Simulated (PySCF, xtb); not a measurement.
C2H11FSi3, SMILES C([SiH3])C[SiH2][SiH2]F.

xtb with GFN2-xTB at its own geometry gives an orbital gap of 4.39 eV and a dipole moment of 1.87 D.

Geometry: PBE0-D3(BJ)/def2-SVP. The structure was generated by enumeration, and PubChem lists no compound with its InChIKey, so it may never have been made. One conformer was computed; it need not be the lowest.

Problem. What does PBE/def2-TZVP in PySCF give? (Estimate from the structure and the level; the computed values follow.)

Solution. gap 5.42 eV (levels -6.90 and -1.48 eV), dipole 1.64 D.
